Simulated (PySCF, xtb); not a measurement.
Ta(F)4(NH2) (F₄H₂NTa), SMILES [F][Ta]([F])([F])([NH2])[F], multiplicity 1. Other conformers were not sampled.

Harmonic wavenumbers (cm⁻¹) from GFN2-xTB run with xtb at its own minimum, in rising order: 94, 121, 169, 179, 189, 224, 245, 376, 385, 412, 440, 489, 532, 563, 643, 1507, 3390, 3407.

Problem. What does PySCF 2.14.0 with B3LYP-D3(BJ)/def2-SVP give at its own minimum? (Estimate from the structure and the level; the computed values follow.)

Solution. 114, 117, 194, 199, 210, 239, 271, 443, 493, 646, 656, 693, 695, 697, 728, 1487, 3543, 3650. Paired by order, the mean absolute difference is 97 cm⁻¹ and the zero-point energies are 19.1 and 21.5 kcal/mol.
